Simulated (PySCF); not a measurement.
How methods differ on the excitation energy of Pt²⁺

Pt²⁺ [Xe] 4f14 5d8 (3F) → Pt²⁺ [Xe] 4f14 5d7 6s1 (5F), as a difference of total energies. Calculation: PySCF 2.14, in x2c-TZVPPall (11s7p7d3f1g, 97 functions); the spin-free X2C one-electron Hamiltonian (Gaussian nucleus). Correlated levels: valence: [Xe] 4f14 frozen. The calculations carry no spin-orbit coupling.

```csv
method,excitation energy (eV)
UHF,2.600
MP2 (valence),3.118
SCS-MP2 (valence),3.451
CCSD (valence),3.079
CCSD(T) (valence),3.111
```

How much does correlation contribute at CCSD(T) (valence)?

3.111 − (2.600) = 0.511 eV, measured against UHF.

A first-order spin-orbit estimate (lowest level to lowest level, LS coupling) adds -0.037 eV.

The basis was made for the ground configuration and has no added diffuse functions, so the excitation energy can come out too high.
